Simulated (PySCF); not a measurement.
**Working with the constants of SiSe**

PBE0 constants of SiSe, ¹Σ⁺ (singlet), closed shell (PySCF, scalar-relativistic core potentials, basis sets Si cc-pV(T+d)Z, Se cc-pVTZ-PP with ECP10; masses 27.9769 and 79.9165 u):

| Item | Value |
| --- | --- |
| ωe | 591.6 cm⁻¹ |
| ωexe | 1.44 cm⁻¹ |
| Be | 0.19172 cm⁻¹ |
| αe | 0.000703 cm⁻¹ |
| D (centrifugal) | 8.05e-08 cm⁻¹ |
| De to Si + Se | 5.49 eV |

Task: Give the vibrational terms G(v) and spacings up to v = 6.

Result: G(v) = ωe(v+½) − ωexe(v+½)².

| v | G(v) (cm⁻¹) | G(v) − G(v−1) | Bv (cm⁻¹) |
| --- | --- | --- | --- |
| 0 | 295.4 |  | 0.1914 |
| 1 | 884.2 | 588.7 | 0.1907 |
| 2 | 1470.0 | 585.8 | 0.1900 |
| 3 | 2053.0 | 583.0 | 0.1893 |
| 4 | 2633.0 | 580.1 | 0.1886 |
| 5 | 3210.2 | 577.2 | 0.1879 |
| 6 | 3784.6 | 574.3 | 0.1872 |

Task: How well does the Morse estimate ωe²/(4ωexe) reproduce De, and what is D0?

Result: It gives 7.53 eV, 137 % of the computed De. D0 = De − G(0) = 5.49 − 0.04 = 5.45 eV.
